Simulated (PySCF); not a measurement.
BH₂IO₂, SMILES OB(I)O. Geometry: PBE-D3(BJ)/def2-SVP. The def2 effective core potentials stand for the cores of I; spin–orbit coupling is left out. Other conformers were not sampled.

Task: Give the equilibrium geometry at PBE-D3(BJ)/def2-SVP (PySCF confirms it by a frequency run) as bond lengths and angles, and its point group. (The exact figures need the calculation; the answer reports its results.)

Result: One answer among several that fit: point group Cs.
Atoms: B1 I2 O3 H4 O5 H6. Bonded distances (Å): B1–I2 2.176, B1–O3 1.355, B1–O5 1.363, O3–H4 0.977, O5–H6 0.974. Angles (°): I2–B1–O3 117.1, I2–B1–O5 121.0, O3–B1–O5 121.9, B1–O3–H4 111.0, B1–O5–H6 112.9.
Charge 0, spin multiplicity 1.
